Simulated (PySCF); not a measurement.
# Aluminium: a sound run and one with changed settings

Sound run: Al⁺ [Ne] 3s2, Al²⁺ [Ne] 3s1. All numbers are calculated (PySCF 2.14, the non-relativistic Hamiltonian (point nucleus), in 6-31G* (4s3p1d, 18 functions)). In the sound run the correlated levels freeze [Ne]. The sound run starts from symmetry-adapted Hartree-Fock orbitals and uses a fine grid where one is needed.

A second run was set up differently.

```tsv
species	method	sound run (hartree)	changed run (hartree)	converged
Al⁺	MP2	-241.67780	-241.68292	yes
Al⁺	CCSD(T)	-241.69097	-241.69602	yes
Al²⁺	MP2	n/a	-241.01125	yes
Al²⁺	CCSD(T)	n/a	-241.01147	yes
```

Ionisation energy of Al⁺:

```tsv
method	sound run (eV)	changed run (eV)
UHF	17.552	17.552
MP2	18.253	18.277
SCS-MP2	18.393	18.414
CCSD	18.611	18.623
CCSD(T)	18.611	18.627
```

Task: What was changed?
A. a valence shell is frozen
B. minimal basis
C. all electrons correlated in a valence basis
D. too few SCF iterations

Result: C. A valence basis has no tight correlating functions, so it recovers only part of the core correlation, and not evenly between atom and ion.
